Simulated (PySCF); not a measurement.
C5H7O, SMILES O=C1C[CH]CC1, multiplicity 2.

Geometry optimised at PBE-D3(BJ)/def2-SVP. The isomer is the one that the SMILES or the coordinates give; other isomers of the formula were not compared. One conformer was computed; it need not be the lowest.

All values below come from PySCF 2.14.0 with PBE-D3(BJ)/def2-SVP.

Frequencies are harmonic and unscaled.

Computed normal modes with their intensities:
```tsv
mode	ν (cm⁻¹)	IR (km/mol)	moving atoms (share of kinetic energy)
1	70	5.9	H 39 %, C 39 %, O 22 %
2	106	1.2	H 57 %, C 43 %
3	390	22.4	H 83 %, C 15 %
4	438	5.6	H 47 %, C 42 %, O 11 %
5	458	5.6	O 46 %, C 39 %, H 15 %
6	592	3.0	C 52 %, O 25 %, H 23 %
7	643	0.5	C 49 %, H 41 %, O 10 %
8	707	4.9	C 68 %, H 31 %
9	769	3.4	C 69 %, H 27 %
10	827	1.5	H 61 %, C 39 %
11	902	1.7	H 61 %, C 38 %
12	907	1.7	C 70 %, H 30 %
13	964	10.7	H 57 %, C 42 %
14	1028	1.7	H 82 %, C 17 %
15	1033	0.6	H 82 %, C 18 %
16	1099	0.5	H 71 %, C 29 %
17	1111	76.3	C 78 %, H 20 %
18	1175	0.3	H 74 %, C 25 %
19	1203	6.7	H 56 %, C 43 %
20	1219	24.6	C 58 %, H 41 %
21	1274	1.0	H 51 %, C 48 %
22	1320	7.6	C 58 %, H 42 %
23	1335	8.9	H 93 %
24	1363	7.3	H 90 %, C 10 %
25	1392	7.9	H 91 %, C 9 %
26	1810	210.0	C 63 %, O 36 %
27	2888	32.0	H 93 %
28	2907	14.0	H 95 %
29	2926	5.5	H 91 %, C 9 %
30	2971	19.6	H 92 %
31	2986	5.5	H 94 %
32	3059	4.0	H 91 %, C 9 %
33	3144	11.5	H 92 %, C 8 %
```
